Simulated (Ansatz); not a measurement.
Calculated with Ansatz (gas phase, PBE0-D4/def2-TZVP geometries, no zero-point term in ΔE). CCSD(T)/CBS is the MP2 limit (def2-TZVPP, def2-QZVPP) plus CCSD(T) − MP2 in def2-TZVPP, frozen cores. Functionals use def2-TZVPP. B3LYP here is the variant with VWN-RPA as its local correlation; programs differ in this. Each species was taken in one conformer, which may not be the lowest.

Reaction (formal exchange of groups at a C–Si bond): `C#C[SiH2]CO` + `B1O[SiH2]1` → `OC[SiH]1BO1` + `C#C[SiH3]`

| level | ΔE (kcal/mol) | difference from CCSD(T)/CBS |
| --- | --- | --- |
| PBE-D4 | -0.4 | -0.6 |
| r2SCAN-D4 | -0.3 | -0.5 |
| B3LYP-D4 | -0.2 | -0.4 |
| ωB97X-V | 0.0 | -0.2 |
| PBE | -0.6 | -0.8 |
| B3LYP | -0.5 | -0.7 |
| HF/def2-TZVPP | 0.0 | -0.2 |
| SCS-MP2/def2-TZVPP | 0.1 | -0.1 |
| MP2/def2-QZVPP | 0.3 | 0.1 |
| SCS-MP2/def2-QZVPP | 0.1 | -0.1 |
| CCSD(T)/CBS | 0.2 | 0 |

Largest T1 diagnostic among the species: 0.017.
